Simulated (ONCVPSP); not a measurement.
# Before and after: ONCV potential for phosphorus (P)

phosphorus, optimised norm-conserving Vanderbilt (ONCV), made with ONCVPSP 4.0.1 (PBEsol, scalar-relativistic). Core [Ne], reference 3s2 3p3. Waves: 3s: rc 1.15 bohr, ncon 3, nbas 7, qcut 7 1/bohr, 1 projector; 3p: rc 1.65 bohr, ncon 5, nbas 8, qcut 5.5 1/bohr, 2 projectors, debl 2.6 Ha. Local part: polynomial inside 0.75 bohr (lpopt 5, dvloc0 0 Ha). Core correction: polynomial model core, fcfact 0.25.

All-electron outer shells of the reference configuration (PBEsol, scalar-relativistic, ld1.x):

```tsv
shell	level (eV)	outermost node (bohr)	outermost maximum (bohr)
2s	-173.57	0.14	0.42
2p	-124.33	–	0.36
3s	-13.92	0.66	1.58
3p	-5.48	0.64	1.83
```

Change: p: nproj 1.

Cutoffs: the cutoffs (Ha) at which the residual kinetic energy of the hardest occupied pseudo-wave falls to 1 and 0.1 mHa per electron; they do not see the model core or the augmentation charge, which bear on the density cutoff. Errors are all-electron minus pseudo energies relative to the spin-unpolarised reference configuration.

Q: How do hardness, ghosts and transferability respond?

A: The potential gets neither clearly harder nor softer (23 Ha and 95 Ha → 23 Ha and 95 Ha); both files keep a bound ghost (s); of the 4 tests that both files solve, the error grows in 0 and shrinks in 3 by more than 15 % and 0.3 meV (median size 10.3 → 5.7 meV); the range in which the p phases agree narrows (upper end 4.4 → 1.6).

```tsv
quantity	base	changed
cutoff, loose	23 Ha	23 Ha
cutoff, tight	95 Ha	95 Ha
bound ghosts	s	s
GHOST(+) flags under 300 eV	none	none
error for 3s2 3p2, meV [ΔE 9.70 eV]	-1.5	+0.8
error for 3s2 3p1, meV [ΔE 28.81 eV]	-6.5	+1.7
error for 3s2 3p0, meV [ΔE 58.52 eV]	-17	-16
error for 3s0 3p5, meV [ΔE 17.15 eV]	-14	-9.7
s: phases at 1.17 bohr within 0.05 rad from the reference energy up to (Ha; the scan ends near 5)	to the end of the scan	to the end of the scan
p: phases at 1.68 bohr within 0.05 rad from the reference energy up to (Ha; the scan ends near 5)	4.4	1.6
rms error of d²Exc/dni dnj with the model core, mHa	0.21	0.21
```

Base: The cutoffs count occupied waves only; projector 2 of the p channel, the hardest unoccupied one, needs 67 Ha at the loose tolerance. A true bound ghost makes a file unfit for plane-wave use even where its test errors are small: the radial tests pick states by their node count and pass the ghost by.
